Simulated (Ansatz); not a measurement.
Total energies of the cluster Sn2H2⁻ from Ansatz at PBE0-D4/def2-TZVPD, gas phase (1 Eh = 27.2114 eV = 2625.5 kJ/mol). The reference geometry is relaxed at PBE-D4/def2-TZVPD.

```xyz
4

Sn   -0.7404   -1.0639   -0.5754
Sn    0.9934    0.8456    0.5558
H     1.2552    1.7993   -0.9652
H    -1.5082   -1.5811    0.9847
```

| state | geometry | energy (Eh) |
| --- | --- | --- |
| charge -1 doublet | reference | -429.84919 |
| charge 0 triplet | reference | -429.77760 |
| charge -1 quartet | relaxed at PBE-D4/def2-TZVPD | -429.82656 |

In the def2 sets Sn takes a core potential; there is no spin–orbit coupling.

Problem. Work out the vertical ionisation energy to the triplet.

Solution. E(charge 0 triplet) − E(charge -1 doublet) = -429.77760 − (-429.84919) = 0.07159 Eh = 1.95 eV. For comparison, −ε of the highest occupied level of the spin that leaves is 0.38 eV at this level, 1.57 eV less.

Problem. Which of the charge -1 states is lowest, and how far above it are the others?

Solution. The doublet. quartet: -429.82656 − (-429.84919) = 0.02263 Eh = 59.4 kJ/mol.

The structure comes from a short search, and lower isomers may exist.
